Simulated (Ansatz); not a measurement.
Start from `C#[C][SnH2][CH3]` and change one atom or group to get `C#[C][SnH2][Cl]`.

Ansatz, PBE0-D4/def2-TZVP geometries, multiplicity 1. 

Elements past krypton have def2 core potentials.

```csv
property,`C#[C][SnH2][CH3]`
HOMO–LUMO gap (PBE/def2-TZVPP) / eV,5.90
size of the dipole moment (ωB97M-V/def2-TZVPP) / D,0.94
size of the dipole moment (PBE/def2-TZVPP) / D,1.00
HOMO energy (ωB97M-V/def2-TZVPP) / eV,-10.10
HOMO energy (PBE0/def2-TZVPP) / eV,-7.88
HOMO–LUMO gap (B3LYP/def2-TZVPP) / eV,7.41
```

Problem. Give the same properties after the change, and the shifts. (Estimate.)

Solution. Computed: 
| property | `C#[C][SnH2][Cl]` | shift |
| --- | --- | --- |
| HOMO–LUMO gap (PBE/def2-TZVPP) / eV | 5.27 | -0.63 |
| size of the dipole moment (ωB97M-V/def2-TZVPP) / D | 2.39 | 1.45 |
| size of the dipole moment (PBE/def2-TZVPP) / D | 2.26 | 1.26 |
| HOMO energy (ωB97M-V/def2-TZVPP) / eV | -10.69 | -0.59 |
| HOMO energy (PBE0/def2-TZVPP) / eV | -8.45 | -0.57 |
| HOMO–LUMO gap (B3LYP/def2-TZVPP) / eV | 6.87 | -0.54 |

With PBE0 the HOMO falls by 0.57 eV and the LUMO falls by 1.12 eV, so the gap narrows by about 0.55 eV. PBE moves the HOMO by -0.52 eV and ωB97M-V by -0.59 eV. Dipoles are sizes alone; their direction can turn.

B3LYP here is the variant with VWN-RPA as its local correlation; programs differ in this.
